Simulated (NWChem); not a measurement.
All runs are NWChem calculations. System: F2Ge, charge 0, spin multiplicity 1, at a geometry optimised with B3LYP/def2-SVP. The structure started from a generated list of species. Level: BHandHLYP/def2-TZVP.

Job file:

```
start mol
memory heap 200 mb stack 900 mb global 1100 mb
geometry units angstroms nocenter noautoz
  Ge     0.000000     0.000000    -0.416579
  F      1.320260     0.000000     0.740585
  F     -1.320260     0.000000     0.740585
  symmetry group C2v
end
basis spherical
  * library def2-tzvp
end
dft
  xc bhlyp
  semidirect memsize 60000000 filesize 0
  iterations 100
end
task dft energy
```

Part of the output:

```
             Northwest Computational Chemistry Package (NWChem) 7.3.0
             --------------------------------------------------------

                                NWChem Input Module
                                -------------------

 Scaling coordinates for geometry "geometry" by  1.889725989
 (inverse scale =  0.529177249)

 Turning off AUTOSYM since
 SYMMETRY directive was detected!

                             Geometry "geometry" -> ""
                             -------------------------

 Output coordinates in angstroms (scale by  1.889725989 to convert to a.u.)

  No.       Tag          Charge          X              Y              Z
 ---- ---------------- ---------- -------------- -------------- --------------
    1 Ge                  32.0000     0.00000000     0.00000000    -0.41657900
    2 F                    9.0000     1.32026000     0.00000000     0.74058500
    3 F                    9.0000    -1.32026000     0.00000000     0.74058500

 Effective nuclear repulsion energy (a.u.)     189.8527136178

            Nuclear Dipole moment (a.u.)
            ----------------------------
        X                 Y               Z
 ---------------- ---------------- ----------------
     0.0000000000     0.0000000000     0.0000037795

      Symmetry information
      --------------------

 Group name             C2v
 Group number             16
 Group order               4
 No. of unique centers     2

      Symmetry unique atoms

     1    2


 Summary of "ao basis" -> "" (spherical)
 ------------------------------------------------------------------------------
       Tag                 Description            Shells   Functions and Types
 ---------------- ------------------------------  ------  ---------------------
 *                         def2-tzvp                  on all atoms

                                 NWChem DFT Module
                                 -----------------

 Summary of "ao basis" -> "ao basis" (spherical)
 ------------------------------------------------------------------------------
       Tag                 Description            Shells   Functions and Types
 ---------------- ------------------------------  ------  ---------------------
 Ge                        def2-tzvp                16       48   6s5p4d1f
 F                         def2-tzvp                11       31   5s3p2d1f

 Summary of "ao basis" -> "ao basis" (spherical)
 ------------------------------------------------------------------------------
       Tag                 Description            Shells   Functions and Types
 ---------------- ------------------------------  ------  ---------------------
 Ge                        def2-tzvp                16       48   6s5p4d1f
 F                         def2-tzvp                11       31   5s3p2d1f

      Symmetry analysis of basis
      --------------------------

        a1         42
        a2         15
        b1         32
        b2         21

            General Information
            -------------------
          SCF calculation type: DFT
          Wavefunction type:  closed shell.
          No. of atoms     :     3
          No. of electrons :    50
           Alpha electrons :    25
            Beta electrons :    25
          Charge           :     0
          Spin multiplicity:     1
          Use of symmetry is: on ; symmetry adaption is: on
          Maximum number of iterations: 100
          AO basis - number of functions:   110
                     number of shells:    38
[...]
 d= 0,ls=0.0,diis     4  -2276.7697780734 -2.76D-04  1.01D-04  1.26D-03     3.3
 d= 0,ls=0.0,diis     5  -2276.7698213355 -4.33D-05  4.45D-05  9.55D-05     3.4
  Resetting Diis
 d= 0,ls=0.0,diis     6  -2276.7698263972 -5.06D-06  1.44D-05  2.07D-06     3.6
 d= 0,ls=0.0,diis     7  -2276.7698267845 -3.87D-07  2.19D-06  6.80D-08     3.7

         Total DFT energy =    -2276.769826784456
      One electron energy =    -3552.560205363504
           Coulomb energy =     1185.950922844865
    Exchange-Corr. energy =     -100.013257883594
 Nuclear repulsion energy =      189.852713617777

 Numeric. integr. density =       49.999992141944

     Total iterative time =      2.6s

                  Occupations of the irreducible representations
                  ----------------------------------------------

                     irrep           alpha         beta
                     --------     --------     --------
                     a1               12.0         12.0
                     a2                2.0          2.0
                     b1                7.0          7.0
                     b2                4.0          4.0

                       DFT Final Molecular Orbital Analysis
                       ------------------------------------

 Vector   23  Occ=2.000000D+00  E=-4.938772D-01  Symmetry=a2
              MO Center=  1.7D-13,  3.9D-15,  7.1D-01, r^2= 2.2D+00
   Bfn.  Coefficient  Atom+Function         Bfn.  Coefficient  Atom+Function
  ----- ------------  ---------------      ----- ------------  ---------------
    55      0.348863  2 F  py                86     -0.348863  3 F  py
    58      0.290038  2 F  py                89     -0.290038  3 F  py
    61      0.198219  2 F  py                92     -0.198219  3 F  py
    22     -0.054964  1 Ge d -2              37      0.034491  1 Ge d -2
    32      0.031524  1 Ge d -2              43      0.027528  1 Ge f -2

 Vector   24  Occ=2.000000D+00  E=-4.836771D-01  Symmetry=b1
              MO Center=  1.4D-13, -2.1D-15,  7.1D-01, r^2= 2.3D+00
   Bfn.  Coefficient  Atom+Function         Bfn.  Coefficient  Atom+Function
  ----- ------------  ---------------      ----- ------------  ---------------
    54      0.311622  2 F  px                85      0.311622  3 F  px
    57      0.257130  2 F  px                88      0.257130  3 F  px
    56     -0.175220  2 F  pz                87      0.175220  3 F  pz
    60      0.173504  2 F  px                91      0.173504  3 F  px
    59     -0.148039  2 F  pz                90      0.148039  3 F  pz

 Vector   25  Occ=2.000000D+00  E=-3.745409D-01  Symmetry=a1
              MO Center=  6.2D-15, -2.7D-16, -5.3D-01, r^2= 2.3D+00
   Bfn.  Coefficient  Atom+Function         Bfn.  Coefficient  Atom+Function
  ----- ------------  ---------------      ----- ------------  ---------------
     6      0.541832  1 Ge s                  5      0.459350  1 Ge s
    18     -0.275734  1 Ge pz                 4     -0.224450  1 Ge s
    56      0.189074  2 F  pz                87      0.189074  3 F  pz
     3     -0.168666  1 Ge s                 59      0.155369  2 F  pz
    90      0.155369  3 F  pz                21     -0.141500  1 Ge pz

 Vector   26  Occ=0.000000D+00  E=-6.755200D-02  Symmetry=b2
              MO Center=  7.0D-15, -1.3D-14, -5.2D-01, r^2= 2.8D+00
   Bfn.  Coefficient  Atom+Function         Bfn.  Coefficient  Atom+Function
  ----- ------------  ---------------      ----- ------------  ---------------
    20      0.699562  1 Ge py                17      0.454668  1 Ge py
    11     -0.200976  1 Ge py                61     -0.130683  2 F  py
    92     -0.130683  3 F  py                55     -0.125897  2 F  py
    86     -0.125897  3 F  py                58     -0.097308  2 F  py
    89     -0.097308  3 F  py                 8      0.077327  1 Ge py

 Vector   27  Occ=0.000000D+00  E= 2.861633D-02  Symmetry=b1
              MO Center=  1.2D-14, -3.1D-15, -7.8D-01, r^2= 3.6D+00
   Bfn.  Coefficient  Atom+Function         Bfn.  Coefficient  Atom+Function
  ----- ------------  ---------------      ----- ------------  ---------------
    19      1.020585  1 Ge px                16      0.344021  1 Ge px
    53     -0.334831  2 F  s                 84      0.334831  3 F  s
    62      0.173931  2 F  pz                93     -0.173931  3 F  pz
    10     -0.150859  1 Ge px                40      0.129462  1 Ge d  1
    56      0.118882  2 F  pz                87     -0.118882  3 F  pz

 Vector   28  Occ=0.000000D+00  E= 5.901630D-02  Symmetry=a1
              MO Center=  5.3D-14,  2.8D-15, -3.4D-01, r^2= 3.9D+00
   Bfn.  Coefficient  Atom+Function         Bfn.  Coefficient  Atom+Function
  ----- ------------  ---------------      ----- ------------  ---------------
    21      1.048035  1 Ge pz                 6      0.669355  1 Ge s
    53     -0.447042  2 F  s                 84     -0.447042  3 F  s
    18      0.279114  1 Ge pz                60      0.222618  2 F  px
    91     -0.222618  3 F  px                 5      0.186472  1 Ge s
    39     -0.167787  1 Ge d  0              54      0.124102  2 F  px

 center of mass
 --------------
 x =   0.00000000 y =   0.00000000 z =  -0.04481990

 moments of inertia (a.u.)
 ------------------
         120.006559926236           0.000000000000           0.000000000000
           0.000000000000         356.524248296884           0.000000000000
           0.000000000000           0.000000000000         236.517688370648

     Multipole analysis of the density
     ---------------------------------

     L   x y z        total         alpha         beta         nuclear
     -   - - -        -----         -----         ----         -------
     0   0 0 0     -0.000000    -25.000000    -25.000000     50.000000

     1   1 0 0      0.000000      0.000000      0.000000      0.000000
     1   0 1 0      0.000000      0.000000      0.000000      0.000000
     1   0 0 1     -1.092597     -0.546300     -0.546300      0.000004

     2   2 0 0    -22.965966    -67.505048    -67.505048    112.044130
     2   1 1 0      0.000000      0.000000      0.000000      0.000000
     2   1 0 1     -0.000000     -0.000000     -0.000000      0.000000
     2   0 2 0    -17.186955     -8.593478     -8.593478      0.000000
     2   0 1 1      0.000000      0.000000      0.000000      0.000000
     2   0 0 2    -20.834182    -37.960011    -37.960011     55.085840

 Task  times  cpu:        3.7s     wall:        3.7s

 Total times  cpu:        3.8s     wall:        3.8s
```
